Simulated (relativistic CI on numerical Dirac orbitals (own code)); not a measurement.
# Ligand-field terms of d6

Computed with a parametric ligand-field model of a d^n configuration (Racah B and C, spin-orbit zeta, crystal field), exact diagonalisation.

Field parameters in Wybourne normalisation: Oh B⁴₀ = 21Dq, B⁴₄ = √(5/14) B⁴₀; Td as Oh with Dq negative (B⁴₀ = 21Dq, B⁴₄ = √(5/14) B⁴₀). The field is a parameter set, without covalency.

Problem. Ground term and bands for B = 510, C = 2020, ζ = 0 cm⁻¹, Oh, 10Dq = 30450 cm⁻¹?

Solution. Ground term 1A1 with 0.02 electrons in the two orbitals of the cubic e set. Spin-allowed: 1T1 28915 cm⁻¹ (346 nm), 1T2 36318 cm⁻¹ (275 nm), 1T2 58732 cm⁻¹ (170 nm), 1E 58995 cm⁻¹ (170 nm). Lowest spin-forbidden: 3T1 24656 cm⁻¹ (406 nm), 3T2 28348 cm⁻¹ (353 nm), 5T2 42906 cm⁻¹ (233 nm).

Problem. Ground term and bands for B = 760, C = 3090, ζ = 0 cm⁻¹, Td, 10Dq = -10600 cm⁻¹?

Solution. Ground term 5E with 3.00 electrons in the two orbitals of the cubic e set. Spin-allowed: 5T2 10600 cm⁻¹ (943 nm). Lowest spin-forbidden: 3T1 7672 cm⁻¹ (1303 nm), 1T2 16042 cm⁻¹ (623 nm), 3E 16082 cm⁻¹ (622 nm).

Problem. Ground term and bands for B = 760, C = 3040, ζ = 0 cm⁻¹, Td, 10Dq = -7950 cm⁻¹?

Solution. Ground term 5E with 3.00 electrons in the two orbitals of the cubic e set. Spin-allowed: 5T2 7950 cm⁻¹ (1258 nm). Lowest spin-forbidden: 3T1 9839 cm⁻¹ (1016 nm), 3E 15823 cm⁻¹ (632 nm), 3T1 16700 cm⁻¹ (599 nm).

Problem. Ground term and bands for B = 830, C = 3550, ζ = 0 cm⁻¹, Oh, 10Dq = 10300 cm⁻¹?

Solution. Ground term 5T2 with 2.00 electrons in the two orbitals of the cubic e set. Spin-allowed: 5E 10300 cm⁻¹ (971 nm). Lowest spin-forbidden: 1A1 8954 cm⁻¹ (1117 nm), 3T1 9665 cm⁻¹ (1035 nm), 3T2 13357 cm⁻¹ (749 nm).

Problem. Ground term and bands for B = 490, C = 1870, ζ = 0 cm⁻¹, Td, 10Dq = -4100 cm⁻¹?

Solution. Ground term 5E with 3.00 electrons in the two orbitals of the cubic e set. Spin-allowed: 5T2 4100 cm⁻¹ (2439 nm). Lowest spin-forbidden: 3T1 6838 cm⁻¹ (1462 nm), 3E 9808 cm⁻¹ (1020 nm), 3T1 10359 cm⁻¹ (965 nm).
